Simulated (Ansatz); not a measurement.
Ansatz (a program for electronic structure) input for Si(H)(PH2)3 (H7P3Si), SMILES P[SiH](P)P, PBE0/def2-SVPD. Geometry optimised at PBE0-D3(BJ)/def2-SVP. One conformer was computed; it need not be the lowest.

Ansatz 0.2 input:
```yaml
crystal:
  periodic: [false, false, false]
  atoms:
    - {symbol: Si, position_ang: [0.16861162, 0.04960168, -0.53594067]}
    - {symbol: P, position_ang: [0.33124772, 2.10174526, 0.41144572]}
    - {symbol: P, position_ang: [-1.97357795, -0.69075044, -0.52502284]}
    - {symbol: P, position_ang: [1.36482854, -1.49497486, 0.61689017]}
    - {symbol: H, position_ang: [0.59349769, 0.17724669, -1.96480005]}
    - {symbol: H, position_ang: [0.16319671, 1.58732071, 1.73463654]}
    - {symbol: H, position_ang: [1.75994932, 2.08284170, 0.48732394]}
    - {symbol: H, position_ang: [-2.51281773, 0.56641901, -0.94012080]}
    - {symbol: H, position_ang: [-2.14448689, -0.41210041, 0.86669157]}
    - {symbol: H, position_ang: [2.62492183, -0.96667895, 0.19757571]}
    - {symbol: H, position_ang: [1.31770183, -2.46977166, -0.42783307]}
basis:
  gaussian:
    orbitals: def2-SVPD
hamiltonian:
  xc: {name: PBE0}
```

It prints:

```
WARN ansatz: RAYON_NUM_THREADS=1 ignored (pool sized by the plan → 1); use --threads N
Functional definition: PBE0
integrals: 0.10 GiB planned
1428 factors; their error is unknown
mean field: 0.80 GiB planned
mean field evaluation 1: about -35832.7147 eV, gradient 1.2e1 eV
mean field evaluation 2: about -35833.0767 eV, gradient 7.2e0 eV
mean field evaluation 4: about -35833.2320 eV, gradient 4.3e-1 eV
mean field evaluation 8: about -35833.5466 eV, gradient 2.2e-1 eV
mean field evaluation 16: about -35833.5467 eV, gradient 4.6e-5 eV
mean field -35833.54671874 eV, -1316.8585530635 hartree, gradient 4.6e-5 eV, S^2 0.000000; 0 other end points of the search recorded, 0 dependent functions left out
reference -35833.54675791 eV, -1316.8585545028 hartree; 33, 33 occupied and 119, 119 virtual orbitals, 1428 factors
Total energy: -35833.54675791 eV, -1316.8585545028 hartree
```

The run converged.

Cost: very roughly 8 core-seconds.
